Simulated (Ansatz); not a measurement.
A made-up structure of CH₄Se, closed shell:

| atom | x (Å) | y (Å) | z (Å) |
| --- | --- | --- | --- |
| C1 | -0.1344 | -0.3535 | -0.3938 |
| Se2 | 0.8543 | 0.2568 | 1.1707 |
| H3 | -1.1979 | -0.4132 | -0.1748 |
| H4 | 0.2439 | -1.3500 | -0.6172 |
| H5 | 1.8882 | -0.7385 | 1.6403 |
| H6 | 0.1827 | 1.5596 | 1.2578 |

It is relaxed with PBE-D4/def2-SVP and then PBE0-D4/def2-TZVP (Ansatz 0.2.0). Atoms count as bonded within 1.22 times the sum of their covalent radii (H–H: 0.88 Å). The end point is not checked to be a true minimum.

Does its bonding change? (A judgement: the text doesn't fix the answer.)

By the calculation: No: no bond forms or breaks.

Where it ends: The first stage lowers the energy by 2.69 eV in 13 steps. It ends as CH₄Se ([CH2][SeH2]):
```
6
angstrom
C -0.2183 -0.3988 -0.3432
Se 1.1350 0.2332 0.6746
H -1.1117 -0.7205 0.1800
H 0.1931 -1.0974 -1.0653
H 1.3432 -0.4234 2.0543
H 0.4954 1.3680 1.3827
```

Labels in which every atom is bracketed show which atoms are joined, not bond orders.

For scale, one of the runs: PBE0-D4/def2-TZVP relaxation, 103 basis functions, launched by `ansatz run in.yaml --threads 2 --pin off --events-out ev --progress --plain --max-ram 4352MiB`. Hardware: 2 CPU threads of an Intel Xeon Platinum 8259CL, shared host. Wall time about 18 s.
